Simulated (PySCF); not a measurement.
**C₆ coefficients of unlike pairs at HSE06**

Calculated with PySCF 2.14 from the dipole response of each species, C₆(A,B) = (3/π) ∫ α_A(iu) α_B(iu) du, in atomic units, from isotropic polarisabilities. For ions this is the dispersion term alone; charge-induced terms of lower order in 1/R come first.

```tsv
species	configuration	basis	relativity	α (bohr³)	C₆ (like pair)
Hf²⁺	[Xe] 4f14 5d2 (3F)	aug-cc-pwCVTZ-PP with ECP60MDF (8s8p7d4f3g)	core potential	14.88	73.68
O	[He] 2s2 2p4 (3P)	aug-cc-pVQZ (6s5p4d3f2g)	none	5.365	16.17
Zr²⁺	[Kr] 4d2 (3F)	def2-QZVPPD with the def2 core potential (28 electrons) (7s5p4d3f2g)	core potential	12.14	60.15
F²⁺	[He] 2s2 2p3 (4S)	aug-cc-pVQZ (6s5p4d3f2g)	none	1.250	1.578
```

Task: Estimate C₆ for F²⁺ with Hf²⁺.

Result: The integral gives 9.992. The combination rule 2 C_A C_B / (C_A α_B/α_A + C_B α_A/α_B) gives 9.310 and the geometric mean 10.78.

No spin-orbit coupling is included.

The other pairs:

```csv
pair,C₆
"F²⁺, Zr²⁺",9.190
"O, Hf²⁺",34.10
"Zr²⁺, Hf²⁺",66.41
"F²⁺, O",4.847
"Zr²⁺, O",31.05
```
